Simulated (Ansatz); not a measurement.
Consider the hydrogen abstraction from the Sb–H bond: `[CH3][SbH][CH3]` + H• → `[CH3][Sb][CH3]`• + H₂.

Computed with Ansatz on PBE0-D4/def2-TZVP structures; ΔE is electronic, products minus reactants. CCSD(T)/CBS adds triple-zeta CCSD(T) − MP2 to the extrapolated MP2 energy (def2 sets, frozen cores). This one scheme is used for every species, atoms too. Open shells (•) are unrestricted, without spin–orbit coupling. Elements past krypton have def2 core potentials. Bonds to Sb are less sure, by a few kJ/mol each and by 10 to 20 or more in all where they break to atoms, as the def2 sets lack core-valence functions.

```
          species  CCSD/def2-TZVPP energy (Eh)
`[CH3][SbH][CH3]`                   -319.83731
               H•                     -0.49981
`[CH3][Sb][CH3]`•                   -319.22662
               H₂                     -1.17233
```

(1) Work out ΔE.

Largest T1 diagnostic among the species: 0.012.

Answers

(1) ΔE = (-319.22662) + (-1.17233) − (-319.83731) − (-0.49981) = -0.06183 Eh = -38.8 kcal/mol. CCSD(T)/CBS gives -38.0 kcal/mol.

From BLYP to BHLYP (50 % exact exchange), in def2-TZVPP and without D4, ΔE moves by +1.0 kcal/mol. Leaving LDA and LC-ωPBE aside and taking each functional with its dispersion term where it has one, the values, not all of them listed here, spread over 4.4 kcal/mol, from BLYP-D4 to B97M-V. LDA lies +1.9 kcal/mol from PBE without D4.
